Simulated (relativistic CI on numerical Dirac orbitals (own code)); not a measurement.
## Judd-Ofelt analysis for Gd3+

Computed by Dirac-Coulomb-Breit CI, separate exchange-only KLI orbitals for each configuration, model QED, valence Slater integrals scaled by 0.7 (own radial code, finite nucleus).

Configuration 4f7 alone, in intermediate coupling. Take Ω₂ = 7.62, Ω₄ = 2.55, Ω₆ = 2.28 (10⁻²⁰ cm²) and refractive index n = 1.67 as given. A_ED = 64π⁴e²ν³ n(n² + 2)²/[27h(2J + 1)] Σ Ω_λ |U^λ|², in Gaussian units with ν in cm⁻¹, and A_MD is n³ times the free-ion magnetic-dipole rate; a dash marks a rate that is forbidden or under 2 % of the level's free-ion decay.

Emitting level 6I°_7/2 at 28253 cm⁻¹ (radiative decay alone: multiphonon quenching in a host is left out, and the level can lie too high or too low):

| To | ν (cm⁻¹) | U² squared | U⁴ squared | U⁶ squared | Free-ion A(M1) (s⁻¹) |
| --- | --- | --- | --- | --- | --- |
| 8S°_7/2 | 28253 | 0.0000 | 0.0000 | 0.0067 | 0.0419 |
| 6P°_7/2 | 2610 | 0.0000 | 0.0036 | 0.1867 | 0.0141 |
| 6P°_5/2 | 1906 | 0.0002 | 0.0037 | 0.6870 | - |
| 6P°_3/2 | 1260 | 0.0000 | 0.0000 | 0.0000 | - |

(1) Give the rates, branching ratios and the radiative lifetime.

Results:

(1) The rates are:

```
     To  λ (nm)  A_ED (s⁻¹)  A_MD (s⁻¹)  β (%)
8S°_7/2     354         133       0.195   94.8
6P°_7/2    3831        2.98      0.0659    2.2
6P°_5/2    5246        4.21           0    3.0
6P°_3/2    7938           0           0    0.0
```

τ_rad = 7.11e-03 s. Computed level positions enter as ν³, so measured ones would change the rates. For the strongest line (354 nm) and an assumed effective width Δλ = 3.8 nm (300 cm⁻¹), the Füchtbauer-Ladenburg formula σ = λ⁴A/(8πcn²Δλ) gives a peak emission cross-section of 0.027 × 10⁻²⁰ cm².
